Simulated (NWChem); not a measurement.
# Correlation energy of MgO

```xyz
2

Mg     0.0000     0.0000     0.6990
O      0.0000     0.0000    -1.0486
```
Charge 0, spin multiplicity 1.

All runs are NWChem calculations. Structure: optimised with PBE0/def2-SVP, a minimum by its harmonic frequencies.

Basis set: def2-TZVP. Each correlation energy counts from its own Hartree-Fock reference.

The correlated methods keep 6 core orbitals frozen. The structure started from a generated list of species. No row is a measurement; the coupled-cluster row has its own basis-set and correlation limits.

Task: One of these methods gave a correlation energy of -324.2 mHa. Which?
A. CCSD
B. CCSD+T(CCSD)
C. SCS-MP2
D. MP2

Result: D, MP2. The others give -315.5 (SCS-MP2), -303.6 (CCSD), -332.4 (CCSD+T(CCSD)).
